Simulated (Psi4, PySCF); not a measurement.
Here is a job for PySCF.
```python
from pyscf import gto, scf, dft

mol = gto.Mole()
mol.atom = '''
    F     0.398849   -1.654343   -0.164620
    Si    0.000000    0.000000   -0.000000
    F     1.175047    0.400278   -1.175616
    F    -1.175047   -0.400278    1.175616
    F     1.176101    0.161115    1.230390
    F    -0.398849    1.654343    0.164620
    F    -1.176101   -0.161115   -1.230390
'''
mol.basis = 'sto-3g'
mol.charge = -2
mol.spin = 0
mol.verbose = 4
mol.build()

mf = dft.RKS(mol)
mf.xc = 'wb97x_v'
mf.grids.atom_grid = (99, 590)
mf.grids.prune = None
mf.kernel()
```

**Question.** Give the equivalent Psi4 input.

**Answer.** This is not unique; one that fits is 
```
memory 2 GB

molecule mol {
-2 1
F     0.398849   -1.654343   -0.164620
Si    0.000000    0.000000   -0.000000
F     1.175047    0.400278   -1.175616
F    -1.175047   -0.400278    1.175616
F     1.176101    0.161115    1.230390
F    -0.398849    1.654343    0.164620
F    -1.176101   -0.161115   -1.230390
}

set {
  basis sto-3g
  reference rks
  scf_type pk
  puream true
  d_convergence 1e-8
  dft_radial_points 99
  dft_spherical_points 590
}

energy('wb97x-v')
print_variables()
```

Both were run: PySCF gave -875.882362 Eh and Psi4 -875.882332 Eh, 0.031 mEh apart.
